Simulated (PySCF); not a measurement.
# Correlation energy of S (sulfur, neutral)

[Ne] 3s1 3p5, high-spin 3P determinant (an excited configuration). Computed with PySCF 2.14 in aug-cc-pVQZ-DK (7s6p4d3f2g, 84 functions), with scalar relativity by spin-free X2C-1e. Frozen: [Ne]; 6 electrons correlated.

```tsv
level	correlation energy (mhartree)
CCSD	-221.00
(T)	-25.93
CCSD(T)	-246.93
```

Diagnostics: T1 = 0.032, D1 = 0.0721, largest double amplitude 0.185.

T1 exceeds 0.03, a sign that the reference determinant is poor. A double-excitation amplitude exceeds 0.15, a sign of near-degeneracy.

Cost of the coupled-cluster step: roughly 20 core-seconds, for 6 correlated electrons.

Iterations:

```
CC2 = 0
CCSD nocc = (np.int64(4), np.int64(2)), nmo = (79, 79)
frozen orbitals [[0, 1, 2, 3, 4], [0, 1, 2, 3, 4]]
max_cycle = 100
direct = 0
conv_tol = 1e-08
conv_tol_normt = 1e-06
diis_space = 8
diis_start_cycle = 0
Init t2, MP2 energy = -0.167260510129247
Init E_corr(UCCSD) = -0.167260510133232
cycle = 1  E_corr(UCCSD) = -0.189743834826276  dE = -0.0224833247  norm(t1,t2) = 0.11984
cycle = 2  E_corr(UCCSD) = -0.201126458881099  dE = -0.0113826241  norm(t1,t2) = 0.0800514
cycle = 3  E_corr(UCCSD) = -0.220733730472406  dE = -0.0196072716  norm(t1,t2) = 0.0571764
cycle = 4  E_corr(UCCSD) = -0.21846843644767  dE = 0.00226529402  norm(t1,t2) = 0.0153033
cycle = 5  E_corr(UCCSD) = -0.220922578259367  dE = -0.00245414181  norm(t1,t2) = 0.00954513
cycle = 6  E_corr(UCCSD) = -0.221054512782381  dE = -0.000131934523  norm(t1,t2) = 0.00317209
cycle = 7  E_corr(UCCSD) = -0.22082972475062  dE = 0.000224788032  norm(t1,t2) = 0.00185205
cycle = 8  E_corr(UCCSD) = -0.221056271450432  dE = -0.0002265467  norm(t1,t2) = 0.00119395
cycle = 9  E_corr(UCCSD) = -0.220986563787945  dE = 6.97076625e-05  norm(t1,t2) = 0.000541781
cycle = 10  E_corr(UCCSD) = -0.220978267345802  dE = 8.29644214e-06  norm(t1,t2) = 0.000326821
cycle = 11  E_corr(UCCSD) = -0.22100189367357  dE = -2.36263278e-05  norm(t1,t2) = 0.000313952
cycle = 12  E_corr(UCCSD) = -0.221003197840338  dE = -1.30416677e-06  norm(t1,t2) = 9.60646e-05
cycle = 13  E_corr(UCCSD) = -0.221005153769397  dE = -1.95592906e-06  norm(t1,t2) = 4.40202e-05
cycle = 14  E_corr(UCCSD) = -0.221003724035771  dE = 1.42973363e-06  norm(t1,t2) = 2.4952e-05
cycle = 15  E_corr(UCCSD) = -0.221003701434288  dE = 2.26014827e-08  norm(t1,t2) = 1.46836e-05
cycle = 16  E_corr(UCCSD) = -0.221003671699887  dE = 2.97344012e-08  norm(t1,t2) = 9.38202e-06
cycle = 17  E_corr(UCCSD) = -0.221003680994543  dE = -9.29465674e-09  norm(t1,t2) = 6.47978e-06
cycle = 18  E_corr(UCCSD) = -0.221003738664799  dE = -5.76702555e-08  norm(t1,t2) = 3.56498e-06
cycle = 19  E_corr(UCCSD) = -0.221003702109834  dE = 3.65549653e-08  norm(t1,t2) = 1.54476e-06
cycle = 20  E_corr(UCCSD) = -0.2210036786412  dE = 2.34686341e-08  norm(t1,t2) = 1.81766e-06
cycle = 21  E_corr(UCCSD) = -0.221003678192347  dE = 4.48852788e-10  norm(t1,t2) = 6.28269e-07
UCCSD converged
E(UCCSD) = -398.3893535690181  E_corr = -0.2210036781923467
UCCSD(T) correction = -0.02592937906351
```
